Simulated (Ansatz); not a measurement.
Basis-set extrapolation for CAlCl2NO, SMILES `O=C=[N][Al]([Cl])[Cl]` (PBE0-D4/def2-TZVP geometry, frozen core, Ansatz 0.2.0). Multiplicity 1, RHF reference.

```csv
,def2-TZVPP,def2-QZVPP
HF,-1328.429072,-1328.468442
MP2 correlation,-0.996321,-1.083195
CCSD(T) correlation,-1.070909,not run
```

Energies in hartree. Use E(X) = E(∞) + A·exp(−7.88·√X) for Hartree–Fock and E(X) = E(∞) + B·X^(−2.97) for correlation, with X = 3 and 4, and add CCSD(T) minus MP2 of the smaller set to the MP2 limit.

Task: What is the CCSD(T) energy at the basis-set limit?

Result: HF limit: -1328.468442 + (-0.039370) × 0.13774 = -1328.47386. MP2 limit: -1.083195 + (-0.086874) × 0.74074 = -1.14755. Higher-order term: -1.070909 − (-0.996321) = -0.07459. Total: -1329.69600 hartree, 514.6 kJ/mol below CCSD(T)/def2-TZVPP.
